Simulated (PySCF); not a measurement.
Core-level binding energies of `O=C1C[SiH2]C1`

Compound: C3H6OSi.
Z-matrix (Å and degrees, GFN2-xTB geometry), rows numbered from 1:
```
O 
C   1  1.1987
C   2  1.5173  1  128.87
Si  3  1.9132  2   89.64  1   161.47
C   2  1.5173  1  128.90  3   173.84
H   3  1.0895  2  110.10  1   -83.00
H   3  1.0879  2  113.28  1    36.57
H   4  1.4599  3  116.85  2   124.34
H   4  1.4596  3  114.64  2  -100.22
H   5  1.0895  2  110.05  1    82.93
H   5  1.0880  2  113.28  1   -36.59
```

The calculation used PySCF, delta-SCF UKS SCAN, pcX-2 on the ionised atom, pcseg-1 elsewhere, spin-free X2C. These are vertical core ionisation energies against the vacuum level, from separate self-consistent calculations with and without the core hole.

Question: What binding energy does each computed site have?

Answer: 
```tsv
atom(s)	environment	level	binding energy (eV)	2p1/2 (eV)	above the level's lowest (eV)	count
Si4	SiH2 silicon	Si 1s	1846.66	–	0.00	1
O1	ketone oxygen	O 1s	537.63	–	0.00	1
C2	ketone carbonyl carbon	C 1s	293.34	–	+3.02	1
C3/C5	sp3 carbon bound to silicon	C 1s	290.32	–	0.00	2
Si4	SiH2 silicon	Si 2p3/2	106.93	107.55	0.00	1
```

The listed C 1s values span 3.02 eV, from C3/C5 (bonded to C, 2 H and Si) to C2 (bonded to O (double bond) and 2 C). Summing the Pauling electronegativity differences to the bonded atoms, each weighted by its formal bond order, gives -1.35 for the lowest site and +1.78 for the highest.

Question: Which effective nuclear charge Zeff reproduces each element's mean 1s value in the hydrogen-like formula E = 13.606 eV × Zeff²?

Answer: C (Z = 6): mean 291.3 eV, Zeff = 4.63, Z − Zeff = 1.37; O (Z = 8): mean 537.6 eV, Zeff = 6.29, Z − Zeff = 1.71; Si (Z = 14): mean 1846.7 eV, Zeff = 11.65, Z − Zeff = 2.35. Means run over the listed sites, weighted by atom count.

Question: What is the longest wavelength that can ionise Si 1s of Si4 vertically?

Answer: λ = hc/E = 12398.42 eV Å / 1846.66 eV = 6.714 Å.

The first atom of each set that the bonding makes equivalent was ionised and stands for the set. For 2p shells one spin-free hole was relaxed; a mean-field spin–orbit operator and the ground-state splitting of the three 2p orbitals were then diagonalised within the shell. The shell's mean is (2 × 2p3/2 + 2p1/2)/3, and the degeneracies 2j + 1 give areas of 2:1. 2p1/2 minus 2p3/2 (ligand field included): Si 0.62 eV. Geometry: GFN2-xTB, one conformer, isolated molecule.
